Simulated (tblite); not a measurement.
C5H7ClGe.
Z-matrix (Å and degrees, GFN2-xTB geometry), rows numbered from 1:
```
Cl
C   1  1.7733
Ge  2  1.9991  1  107.43
C   3  1.9580  2  113.93  1    48.15
C   4  1.3362  3  108.26  2  -113.59
C   5  1.4610  4  117.91  3    -1.06
C   6  1.3363  5  117.90  4    -0.14
H   2  1.0869  1  107.64  3  -121.24
H   2  1.0867  1  107.60  3   121.32
H   3  1.5164  2  108.24  1   179.03
H   4  1.0760  3  128.99  2    65.26
H   5  1.0814  4  123.59  3   179.05
H   6  1.0813  5  118.51  4   179.99
H   7  1.0762  3  128.98  2   -65.08
```

Computed values, GFN2-xTB/tblite, gas phase, harmonic and unscaled. Against measured fundamentals such values can be off by several per cent, at times by over 20. Modes of hydrogen on germanium can be 10 to 20 % off. One conformer, not necessarily the lowest.

Harmonic wavenumbers (cm⁻¹): 52.4, 53.7, 129.4, 157.8, 321.8, 380.2, 383.1, 530.3, 532.3, 563.6, 615.6, 684.3, 687.0, 710.3, 721.4, 776.9, 779.2, 909.5, 910.9, 980.0, 1065.1, 1106.4, 1107.7, 1141.7, 1244.2, 1303.6, 1404.4, 1546.3, 1615.8, 1882.5, 2986.3, 2987.7, 3051.7, 3060.7, 3096.6, 3099.7.

A = 2279, B = 1230, C = 1040 MHz; mass 175.945 u (most abundant isotopes); point group Cs, symmetry number 1.

Q: Zero-point energy?

A: Half the sum of the wavenumbers: 21290 cm⁻¹ = 254.68 kJ/mol.

Q: What is S at 400 K and 1 bar for an ideal gas of classical rigid rotors and harmonic oscillators?

A: Translation 179.44, rotation 125.38, vibration 130.40: S = 435.2 J/(mol K).

Q: And Cp and H(400 K) − H(0)?

A: Cp = 169.02 J/(mol K), of which vibrations give 135.76 (their classical limit is 36 R = 299.3); H(400 K) − H(0) = 40.37 kJ/mol without the zero-point energy, 27.07 from vibrations.

Q: How do the functions run with temperature in this model?

A: 
```csv
T (K),S (J/(mol K)),Cp (J/(mol K)),H − H(0) (kJ/mol),G − H(0) (kJ/mol),ln q(vib)
150,318.0,81.1,8.68,-39.03,2.55
250,368.0,118.5,18.62,-73.38,4.52
298.15,390.4,136.3,24.76,-91.64,5.48
600,513.0,214.1,79.04,-228.76,11.57
900,608.1,253.8,149.79,-397.49,17.21
```

q(vib) and H(0) count from the zero-point level.

Q: Blend soft modes into free rotors: weight 1/[1 + (100 cm⁻¹/ν̃)⁴] for the oscillator and the rest for a rotor with moment μB/(μ + B), μ = h/(8π²ν), B = 10⁻⁴⁴ kg m². What vibrational entropy results?

A: 117.80 J/(mol K) in place of 130.40, which changes −T·S at 400 K by +5.04 kJ/mol.

Hindered rotation and anharmonicity are outside this model. Other conformers, if any are populated, would add a mixing term that is left out.
